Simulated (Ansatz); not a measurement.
Level of theory: frozen-core CCSD(T)/cc-pVTZ // r2SCAN-D4/def2-TZVP (Ansatz, a quantum-chemistry and plane-wave program).

Ansatz 0.2 input:
```yaml
crystal:
  periodic: [false, false, false]
  atoms:
    - { symbol: N, position_ang: [-0.931307, -0.092331, 0.03441] }
    - { symbol: Al, position_ang: [0.826684, 0.081827, -0.0305] }
    - { symbol: H, position_ang: [-1.420721, -0.928813, 0.313536] }
    - { symbol: H, position_ang: [-1.593701, 0.630388, -0.202304] }
    - { symbol: H, position_ang: [1.412338, 1.475765, -0.496554] }
    - { symbol: H, position_ang: [1.706707, -1.166834, 0.381412] }
basis:
  gaussian: { orbitals: cc-pVTZ }
correlation:
  method: ccsd_t
```

Output:

```
Functional definition: HF
694 factors; integrals over basis functions are off by at most 1.4e-3 eV
mean field evaluation 1: about -8126.7083 eV, gradient 3.6e1 eV
mean field evaluation 2: about -8126.7155 eV, gradient 3.6e1 eV
mean field evaluation 4: about -8129.4731 eV, gradient 2.2e0 eV
mean field evaluation 8: about -8129.4969 eV, gradient 5.0e-4 eV
mean field evaluation 16: about -8129.4963 eV, gradient 3.2e-1 eV
mean field -8129.49688298 eV, -298.7535000788 hartree, gradient 6.1e-6 eV, S^2 0.000000; 0 other end points of the search recorded, 0 dependent functions left out
6 core orbitals not correlated
reference -8129.49688298 eV, -298.7535000788 hartree; 6, 6 occupied and 108, 108 virtual orbitals, 694 factors
second order -8.35034133 eV of doubles, -0.00000000 eV of singles
cycle   1  -8.71780398 eV  change   -3.7e-1 eV  update   6.4e-2
cycle   2  -8.97004162 eV  change   -2.5e-1 eV  update   2.1e-2
cycle   3  -9.01302959 eV  change   -4.3e-2 eV  update   9.9e-3
cycle   4  -9.00816764 eV  change    4.9e-3 eV  update   3.1e-3
cycle   5  -9.00876356 eV  change   -6.0e-4 eV  update   1.6e-3
cycle   6  -9.00874506 eV  change    1.8e-5 eV  update   4.6e-4
cycle   7  -9.00857194 eV  change    1.7e-4 eV  update   1.3e-4
cycle   8  -9.00858623 eV  change   -1.4e-5 eV  update   4.8e-5
cycle   9  -9.00858660 eV  change   -3.7e-7 eV  update   1.1e-5
perturbative correction -0.28897876 eV, -0.0106197737 hartree
Total energy: -8138.79444835 eV, -299.0951793040 hartree
```

Cost: very roughly 7 core-seconds.
